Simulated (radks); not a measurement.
The numbers below are computed, except where a source is named.
Valence configurations of Hf I (all share [Xe]). Code: a radial shooting solver on a logarithmic mesh with Libxc functionals. Model: Dirac Kohn-Sham, LDA (Slater exchange, Perdew-Wang correlation), spin-unpolarised, spherical densities, finite nucleus; open shells are shared between the two j in proportion to 2j + 1; Fermi nuclear charge, rms radius 5.347 fm. Order these by energy: 4f12.5 5d2.5 6s2 6p1; 4f14 5d2 6s2; 4f11 5d3 6s2 6p2; 4f14 5d2 6s1 6p1; 4f13 5d3 6s2; 4f13 5d2 6s2 6p1; 4f12 5d2 6s2 6p2; 4f13.5 5d2.5 6s2; 4f14 5d3 6s1; 4f10.5 5d3 6s2 6p2.5.

Answer. From the lowest, in eV above it: 4f14 5d2 6s2 0.000; 4f14 5d3 6s1 2.573; 4f14 5d2 6s1 6p1 3.877; 4f13.5 5d2.5 6s2 7.862; 4f13 5d3 6s2 17.419; 4f13 5d2 6s2 6p1 20.603; 4f12.5 5d2.5 6s2 6p1 32.489; 4f12 5d2 6s2 6p2 52.462; 4f11 5d3 6s2 6p2 86.977; 4f10.5 5d3 6s2 6p2.5 112.19. NIST lists [Xe] 4f14 5d2 6s2 as the ground configuration; this level of theory agrees among the configurations tried. The energies are those of spherical spin-averaged densities, not of single terms.
